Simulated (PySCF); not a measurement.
Electron correlation in P (phosphorus, neutral)

[Ne] 3s1 3p3 4s1, high-spin 6S determinant (an excited configuration). Computed with PySCF 2.14 in aug-cc-pV(Q+d)Z with one added diffuse shell each of s, p, d, f, g type (8s7p6d4f3g, 114 functions), with no relativity, point nucleus. Frozen: [Ne]; 5 electrons correlated.

MP2 pair energies summed by pair of shells (mhartree):

```tsv
pair	energy	share (%)
3p-3p	-20.29	66.1
3p-4s	-6.32	20.6
3s-3p	-3.84	12.5
3s-4s	-0.25	0.8
```

Total MP2 correlation energy: -30.71 mhartree.

Same-spin part -30.71 and opposite-spin part 0.00 mhartree; SCS-MP2 scales them by 1/3 and 6/5 to -10.24 mhartree.
